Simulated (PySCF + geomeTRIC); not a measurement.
Method: BP86-D3(BJ)/def2-SVP (PySCF + geomeTRIC). fastk is a local helper that only speeds up exchange builds. No frequencies were computed at this level.

```python
import json, numpy as np
from pyscf import gto, dft
from fastk import lowrank_exchange
atoms = """
Zr    -0.080963    -0.064069    -0.049901
F      1.543893     0.657690    -0.607897
F     -0.574932    -1.704661    -0.806061
F      0.418436    -0.610923     1.657373
F     -1.572402     1.001273     0.313287
C      0.035384    -0.029397    -3.113798
O     -0.690546     0.605971    -2.052177
H     -0.158806    -1.108775    -3.136479
H      1.096176     0.151362    -2.914513
H     -0.236226     0.421098    -4.074382
H     -1.639384     0.450051    -2.193614
"""
def scf(charge, spin, dm0=None):
    mol = gto.M(atom=atoms, basis='def2-svp', ecp={'Zr': 'def2-svp'}, charge=charge, spin=spin, verbose=3, max_memory=15120)
    mf = dft.KS(mol, xc='bp86').density_fit(auxbasis="def2-universal-jkfit")
    mf.disp = 'd3bj'
    mf.grids.level = 3
    mf.conv_tol = 1e-8
    mf.max_cycle = 120
    mf.level_shift = 0.25
    mf.kernel(dm0)
    if not mf.converged:
        mf = mf.newton().run(mf.mo_coeff, mf.mo_occ).undo_soscf()
    return mf
mf = scf(0, 0)
from pyscf.geomopt.geometric_solver import kernel as optimize
path = []
done, mol = optimize(mf, maxsteps=120, assert_convergence=False, callback=lambda env: path.append((env["energy"], bool(env["g_scanner"].converged))))
res = dict(converged=bool(done and path[-1][1]), energy=path[-1][0], path=[e for e, c in path], xyz=mol.atom_coords(unit="Angstrom").tolist(), nao=mol.nao)
json.dump(res, open("result.json", "w"))
```

Output:

```
converged SCF energy = -562.183398970562
Geometry optimization cycle 1
converged SCF energy = -562.183398970542
cycle 1: E = -562.183398971  dE = -562.183  norm(grad) = 0.0895962
Geometry optimization cycle 2
converged SCF energy = -562.198126422274
cycle 2: E = -562.198126422  dE = -0.0147275  norm(grad) = 0.0219283
Geometry optimization cycle 3
converged SCF energy = -562.199332852629
cycle 3: E = -562.199332853  dE = -0.00120643  norm(grad) = 0.00729286
Geometry optimization cycle 4
converged SCF energy = -562.199633732491
cycle 4: E = -562.199633732  dE = -0.00030088  norm(grad) = 0.00422923
Geometry optimization cycle 5
converged SCF energy = -562.199788349841
cycle 5: E = -562.19978835  dE = -0.000154617  norm(grad) = 0.00379483
Geometry optimization cycle 6
converged SCF energy = -562.199905539494
cycle 6: E = -562.199905539  dE = -0.00011719  norm(grad) = 0.00409245
Geometry optimization cycle 7
converged SCF energy = -562.200011261642
cycle 7: E = -562.200011262  dE = -0.000105722  norm(grad) = 0.0042644
Geometry optimization cycle 8
converged SCF energy = -562.200090473848
cycle 8: E = -562.200090474  dE = -7.92122e-05  norm(grad) = 0.00338
Geometry optimization cycle 9
converged SCF energy = -562.200136035298
cycle 9: E = -562.200136035  dE = -4.55614e-05  norm(grad) = 0.00217052
Geometry optimization cycle 10
converged SCF energy = -562.200169788794
cycle 10: E = -562.200169789  dE = -3.37535e-05  norm(grad) = 0.00182682
Geometry optimization cycle 11
converged SCF energy = -562.200191605
cycle 11: E = -562.200191605  dE = -2.18162e-05  norm(grad) = 0.00202795
Geometry optimization cycle 12
converged SCF energy = -562.200202210573
cycle 12: E = -562.200202211  dE = -1.06056e-05  norm(grad) = 0.0015424
Geometry optimization cycle 13
converged SCF energy = -562.200208280114
cycle 13: E = -562.20020828  dE = -6.06954e-06  norm(grad) = 0.000896467
Geometry optimization cycle 14
converged SCF energy = -562.200210257067
cycle 14: E = -562.200210257  dE = -1.97695e-06  norm(grad) = 0.00112973
Geometry optimization cycle 15
converged SCF energy = -562.200207808421
cycle 15: E = -562.200207808  dE = 2.44865e-06  norm(grad) = 0.00157399
Geometry optimization cycle 16
converged SCF energy = -562.200209032951
cycle 16: E = -562.200209033  dE = -1.22453e-06  norm(grad) = 0.0012279
Geometry optimization cycle 17
converged SCF energy = -562.200212035216
cycle 17: E = -562.200212035  dE = -3.00227e-06  norm(grad) = 0.000668139
Geometry optimization cycle 18
converged SCF energy = -562.200214672191
cycle 18: E = -562.200214672  dE = -2.63697e-06  norm(grad) = 0.000359683
Geometry optimization cycle 19
converged SCF energy = -562.200216658728
cycle 19: E = -562.200216659  dE = -1.98654e-06  norm(grad) = 0.000393675
Geometry optimization cycle 20
converged SCF energy = -562.200218549553
cycle 20: E = -562.20021855  dE = -1.89082e-06  norm(grad) = 0.000415538
Geometry optimization cycle 21
converged SCF energy = -562.200220383433
cycle 21: E = -562.200220383  dE = -1.83388e-06  norm(grad) = 0.000335607
Geometry optimization cycle 22
converged SCF energy = -562.200222854029
cycle 22: E = -562.200222854  dE = -2.4706e-06  norm(grad) = 0.000224385
Geometry optimization cycle 23
converged SCF energy = -562.200226441387
cycle 23: E = -562.200226441  dE = -3.58736e-06  norm(grad) = 0.000268561
Geometry optimization cycle 24
converged SCF energy = -562.200231879424
cycle 24: E = -562.200231879  dE = -5.43804e-06  norm(grad) = 0.000425025
Geometry optimization cycle 25
converged SCF energy = -562.200238753488
cycle 25: E = -562.200238753  dE = -6.87406e-06  norm(grad) = 0.000510591
Geometry optimization cycle 26
converged SCF energy = -562.200244570381
cycle 26: E = -562.20024457  dE = -5.81689e-06  norm(grad) = 0.000413494
Geometry optimization cycle 27
converged SCF energy = -562.200251051332
cycle 27: E = -562.200251051  dE = -6.48095e-06  norm(grad) = 0.000262596
Geometry optimization cycle 28
converged SCF energy = -562.200258299487
cycle 28: E = -562.200258299  dE = -7.24815e-06  norm(grad) = 0.000422179
Geometry optimization cycle 29
converged SCF energy = -562.200263455276
cycle 29: E = -562.200263455  dE = -5.15579e-06  norm(grad) = 0.000794635
Geometry optimization cycle 30
converged SCF energy = -562.200264507865
cycle 30: E = -562.200264508  dE = -1.05259e-06  norm(grad) = 0.000936933
Geometry optimization cycle 31
converged SCF energy = -562.20026538886
cycle 31: E = -562.200265389  dE = -8.80996e-07  norm(grad) = 0.000824131
Geometry optimization cycle 32
converged SCF energy = -562.200267692943
cycle 32: E = -562.200267693  dE = -2.30408e-06  norm(grad) = 0.000382441
Geometry optimization cycle 33
converged SCF energy = -562.200269505326
cycle 33: E = -562.200269505  dE = -1.81238e-06  norm(grad) = 0.000299963
Geometry optimization cycle 34
converged SCF energy = -562.200270713618
cycle 34: E = -562.200270714  dE = -1.20829e-06  norm(grad) = 0.000330128
Geometry optimization cycle 35
converged SCF energy = -562.200271537959
cycle 35: E = -562.200271538  dE = -8.24341e-07  norm(grad) = 0.000248644
Geometry optimization cycle 36
converged SCF energy = -562.200272184378
cycle 36: E = -562.200272184  dE = -6.46419e-07  norm(grad) = 0.000193363
<class 'geometric.internal.Distance'> : 10
<class 'geometric.internal.Angle'> : 15
<class 'geometric.internal.LinearAngle'> : 2
<class 'geometric.internal.OutOfPlane'> : 3
<class 'geometric.internal.Dihedral'> : 12
<class 'geometric.internal.TranslationX'> : 1
<class 'geometric.internal.TranslationY'> : 1
<class 'geometric.internal.TranslationZ'> : 1
<class 'geometric.internal.RotationA'> : 1
<class 'geometric.internal.RotationB'> : 1
<class 'geometric.internal.RotationC'> : 1
Step    0 : Gradient = 2.701e-02/4.437e-02 (rms/max) Energy = -562.1833989705
Step    1 : Displace = 9.769e-02/1.547e-01 (rms/max) Trust = 1.000e-01 (=) Grad = 6.612e-03/1.566e-02 (rms/max) E (change) = -562.1981264223 (-1.473e-02) Quality = 0.675
Step    2 : Displace = 3.177e-02/4.598e-02 (rms/max) Trust = 1.000e-01 (=) Grad = 2.199e-03/4.555e-03 (rms/max) E (change) = -562.1993328526 (-1.206e-03) Quality = 1.312
Step    3 : Displace = 2.103e-02/3.353e-02 (rms/max) Trust = 1.414e-01 (+) Grad = 1.275e-03/2.585e-03 (rms/max) E (change) = -562.1996337325 (-3.009e-04) Quality = 1.470
Step    4 : Displace = 2.107e-02/3.473e-02 (rms/max) Trust = 2.000e-01 (+) Grad = 1.144e-03/2.445e-03 (rms/max) E (change) = -562.1997883498 (-1.546e-04) Quality = 1.519
Step    5 : Displace = 2.594e-02/4.285e-02 (rms/max) Trust = 2.828e-01 (+) Grad = 1.234e-03/2.849e-03 (rms/max) E (change) = -562.1999055395 (-1.172e-04) Quality = 1.341
Step    6 : Displace = 3.464e-02/5.634e-02 (rms/max) Trust = 3.000e-01 (+) Grad = 1.286e-03/2.488e-03 (rms/max) E (change) = -562.2000112616 (-1.057e-04) Quality = 1.113
Step    7 : Displace = 3.933e-02/6.270e-02 (rms/max) Trust = 3.000e-01 (=) Grad = 1.019e-03/2.130e-03 (rms/max) E (change) = -562.2000904738 (-7.921e-05) Quality = 0.938
Step    8 : Displace = 2.706e-02/4.338e-02 (rms/max) Trust = 3.000e-01 (=) Grad = 6.544e-04/1.577e-03 (rms/max) E (change) = -562.2001360353 (-4.556e-05) Quality = 1.093
Step    9 : Displace = 1.762e-02/2.855e-02 (rms/max) Trust = 3.000e-01 (=) Grad = 5.508e-04/1.190e-03 (rms/max) E (change) = -562.2001697888 (-3.375e-05) Quality = 1.240
Step   10 : Displace = 1.317e-02/2.116e-02 (rms/max) Trust = 3.000e-01 (=) Grad = 6.114e-04/1.434e-03 (rms/max) E (change) = -562.2001916050 (-2.182e-05) Quality = 1.049
Step   11 : Displace = 7.417e-03/1.165e-02 (rms/max) Trust = 3.000e-01 (=) Grad = 4.651e-04/1.042e-03 (rms/max) E (change) = -562.2002022106 (-1.061e-05) Quality = 0.947
Step   12 : Displace = 5.909e-03/9.012e-03 (rms/max) Trust = 3.000e-01 (=) Grad = 2.703e-04/6.568e-04 (rms/max) E (change) = -562.2002082801 (-6.070e-06) Quality = 0.668
Step   13 : Displace = 5.388e-03/8.712e-03 (rms/max) Trust = 3.000e-01 (=) Grad = 3.406e-04/6.916e-04 (rms/max) E (change) = -562.2002102571 (-1.977e-06) Quality = 0.280
Step   14 : Displace = 6.968e-03/1.066e-02 (rms/max) Trust = 3.000e-01 (=) Grad = 4.746e-04/1.139e-03 (rms/max) E (change) = -562.2002078084 (+2.449e-06) Quality = -0.305
Step   15 : Displace = 3.575e-03/6.039e-03 (rms/max) Trust = 3.484e-03 (-) Grad = 3.702e-04/8.263e-04 (rms/max) E (change) = -562.2002090330 (-1.225e-06) Quality = 0.196
Step   16 : Displace = 1.785e-03/2.542e-03 (rms/max) Trust = 1.742e-03 (-) Grad = 2.015e-04/4.447e-04 (rms/max) E (change) = -562.2002120352 (-3.002e-06) Quality = 0.856
Step   17 : Displace = 2.392e-03/3.579e-03 (rms/max) Trust = 2.463e-03 (+) Grad = 1.084e-04/2.021e-04 (rms/max) E (change) = -562.2002146722 (-2.637e-06) Quality = 0.708
Step   18 : Displace = 2.450e-03/3.396e-03 (rms/max) Trust = 2.463e-03 (=) Grad = 1.187e-04/2.775e-04 (rms/max) E (change) = -562.2002166587 (-1.987e-06) Quality = 0.562
Step   19 : Displace = 2.684e-03/3.606e-03 (rms/max) Trust = 2.463e-03 (=) Grad = 1.253e-04/3.127e-04 (rms/max) E (change) = -562.2002185496 (-1.891e-06) Quality = 0.439
Step   20 : Displace = 2.511e-03/3.413e-03 (rms/max) Trust = 2.463e-03 (=) Grad = 1.012e-04/2.333e-04 (rms/max) E (change) = -562.2002203834 (-1.834e-06) Quality = 0.367
Step   21 : Displace = 2.618e-03/3.462e-03 (rms/max) Trust = 2.463e-03 (=) Grad = 6.765e-05/1.136e-04 (rms/max) E (change) = -562.2002228540 (-2.471e-06) Quality = 0.365
Step   22 : Displace = 2.354e-03/3.366e-03 (rms/max) Trust = 2.463e-03 (=) Grad = 8.097e-05/1.718e-04 (rms/max) E (change) = -562.2002264414 (-3.587e-06) Quality = 0.445
Step   23 : Displace = 2.433e-03/3.683e-03 (rms/max) Trust = 2.463e-03 (=) Grad = 1.281e-04/3.091e-04 (rms/max) E (change) = -562.2002318794 (-5.438e-06) Quality = 0.539
Step   24 : Displace = 2.490e-03/3.975e-03 (rms/max) Trust = 2.463e-03 (=) Grad = 1.539e-04/3.545e-04 (rms/max) E (change) = -562.2002387535 (-6.874e-06) Quality = 0.697
Step   25 : Displace = 2.550e-03/4.270e-03 (rms/max) Trust = 2.463e-03 (=) Grad = 1.247e-04/2.389e-04 (rms/max) E (change) = -562.2002445704 (-5.817e-06) Quality = 0.849
Step   26 : Displace = 3.556e-03/5.865e-03 (rms/max) Trust = 3.484e-03 (+) Grad = 7.918e-05/1.824e-04 (rms/max) E (change) = -562.2002510513 (-6.481e-06) Quality = 0.905
Step   27 : Displace = 5.142e-03/8.872e-03 (rms/max) Trust = 4.927e-03 (+) Grad = 1.273e-04/3.039e-04 (rms/max) E (change) = -562.2002582995 (-7.248e-06) Quality = 0.769
Step   28 : Displace = 6.660e-03/1.123e-02 (rms/max) Trust = 6.968e-03 (+) Grad = 2.396e-04/6.219e-04 (rms/max) E (change) = -562.2002634553 (-5.156e-06) Quality = 0.491
Step   29 : Displace = 7.086e-03/1.192e-02 (rms/max) Trust = 6.968e-03 (=) Grad = 2.825e-04/6.960e-04 (rms/max) E (change) = -562.2002645079 (-1.053e-06) Quality = 0.096
Step   30 : Displace = 3.424e-03/6.190e-03 (rms/max) Trust = 3.484e-03 (-) Grad = 2.485e-04/5.534e-04 (rms/max) E (change) = -562.2002653889 (-8.810e-07) Quality = 0.088
Step   31 : Displace = 1.694e-03/3.244e-03 (rms/max) Trust = 1.712e-03 (-) Grad = 1.153e-04/2.210e-04 (rms/max) E (change) = -562.2002676929 (-2.304e-06) Quality = 0.561
Step   32 : Displace = 1.835e-03/3.929e-03 (rms/max) Trust = 1.712e-03 (=) Grad = 9.044e-05/1.883e-04 (rms/max) E (change) = -562.2002695053 (-1.812e-06) Quality = 0.345
Step   33 : Displace = 1.719e-03/3.590e-03 (rms/max) Trust = 1.712e-03 (=) Grad = 9.954e-05/2.571e-04 (rms/max) E (change) = -562.2002707136 (-1.208e-06) Quality = 0.260
Step   34 : Displace = 1.654e-03/3.139e-03 (rms/max) Trust = 1.712e-03 (=) Grad = 7.497e-05/1.823e-04 (rms/max) E (change) = -562.2002715380 (-8.243e-07) Quality = 0.178
Step   35 : Displace = 7.832e-04/1.218e-03 (rms/max) Trust = 8.270e-04 (-) Grad = 5.830e-05/1.016e-04 (rms/max) E (change) = -562.2002721844 (-6.464e-07) Quality = 0.267
Converged! =D
```

Cost: about 9 core-minutes (a rough figure).
